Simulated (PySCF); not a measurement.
# Spin states and ions at one geometry of [Lu(H2O)5]3+

PySCF 2.14.0, RKS PBE0, Lu def2-SVP with ECP28, O def2-SVP, H def2-SVP; non-relativistic Hamiltonian with scalar-relativistic core potentials where named; density fitting; no spin-orbit coupling; singlets restricted, open shells unrestricted. The geometry is relaxed for charge +3, singlet, vacuum:

```xyz
16

Lu   -0.0248    0.0000    0.0000
O    -0.7343   -0.0368    2.0992
H    -0.9481    0.7298    2.6702
H    -0.9022   -0.8168    2.6675
O    -0.7343    0.0368   -2.0992
H    -0.9481   -0.7298   -2.6702
H    -0.9022    0.8168   -2.6675
O     2.1702    0.0000    0.0000
H     2.7741   -0.0328    0.7743
H     2.7741    0.0328   -0.7743
O    -0.4984    2.1862    0.0467
H     0.1385    2.9302    0.0967
H    -1.3743    2.6251    0.0236
O    -0.4984   -2.1862   -0.0467
H    -1.3743   -2.6251   -0.0236
H     0.1385   -2.9302   -0.0967
```

Energies count from the relaxed state; an electron taken off or put on is at rest in vacuum. Charges and spins are Mulliken's.

Q: Order these states by energy, lowest first.
A. charge +2, doublet, vacuum
B. charge +4, doublet, vacuum
C. charge +3, triplet, vacuum
D. charge +3, singlet, vacuum

A: A (-11.78 eV), D (0.00 eV), C (9.00 eV), B (25.78 eV).

Q: How do charge and spin on the first atom follow?

A: 
| state | spin squared | charge on Lu1 (e) | spin on Lu1 (e) | dipole about the centre of mass (D) |
| --- | --- | --- | --- | --- |
| charge +3, singlet, vacuum | 0.00 | 1.61 | 0.00 | 0.13 |
| charge +3, triplet, vacuum | 2.00 | 1.05 | 1.06 | 1.44 |
| charge +4, doublet, vacuum | 0.76 | 1.73 | -0.05 | 0.87 |
| charge +2, doublet, vacuum | 0.75 | 0.84 | 0.85 | 0.86 |

With an electron taken off (doublet) the charges change, summed by element, by Lu +0.13 e, O +0.49 e, H +0.39 e. The vertical ionisation energy is 25.78 eV, against −ε(HOMO) = 23.78 eV of the relaxed state. The level lies 2.0 eV too high, as is usual for semilocal functionals and global hybrids, which keep a self-interaction error.

With an electron put on (doublet) the charges change, summed by element, by Lu -0.77 e, O +0.21 e, H -0.44 e. The vertical electron affinity is 11.78 eV, against −ε(LUMO) = 13.46 eV of the relaxed state.

Open shells may have lower solutions than those found.

No frequency check is given that shows the relaxed geometry to be a minimum, and it was reached by following one of several unstable modes of a saddle point.
